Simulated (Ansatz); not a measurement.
Input for Ansatz (a quantum-chemistry and plane-wave program): U-wB97X-V/def2-TZVPP on F3Si (SMILES F[Si](F)F).

Ansatz 0.2 input:
```yaml
crystal:
  periodic: [false, false, false]
  atoms:
    - {symbol: Si, position_ang: [0.00000649, 0.00000000, 0.00000002]}
    - {symbol: F, position_ang: [1.60537841, 0.00000000, -0.00000001]}
    - {symbol: F, position_ang: [-0.80269245, 1.39028344, -0.00000001]}
    - {symbol: F, position_ang: [-0.80269245, -1.39028344, -0.00000001]}
basis:
  gaussian:
    orbitals: def2-TZVPP
hamiltonian:
  xc: {name: wB97X-V}
magnetization: {spin_polarized: true, initial_magnetization: 1}
```

### Question
Give the final energy of this run.

### Answer
-589.1032 hartree.

### Question
How many basis functions does it have, and what does it roughly cost on one machine?

### Answer
135 functions; about 10 core-seconds (a rough figure).
